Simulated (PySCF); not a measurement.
C3Si, neutral, multiplicity 1. Atoms are numbered in the order given.

```xyz
4

Si     0.0000     0.0000    -1.1790
C      0.0000    -0.7362     0.5065
C      0.0000     0.7362     0.5065
C      0.0000     0.0000     1.7381
```
Charge 0, spin multiplicity 1.

Geometry: r2SCAN-D4/def2-TZVP.

Computed with PBE0/pcSseg-2 in PySCF.

GIAO shieldings, no solvent; atoms alike by connectivity are averaged. δ = σ(ref) − σ: ²⁹Si against TMS (σ = 341.9 ppm); ¹³C against TMS (σ = 186.1 ppm), references at their B3LYP-D3(BJ)/def2-TZVP geometries, non-relativistic.

```csv
atoms,nucleus,count,δ (ppm)
Si1,²⁹Si,1,127.0
C4,¹³C,1,450.0
"C2, C3",¹³C,2,___
```

Fill in the missing entries. (The exact figures need the calculation; the answer reports its results.)


- C2, C3, δ (ppm): 319.8
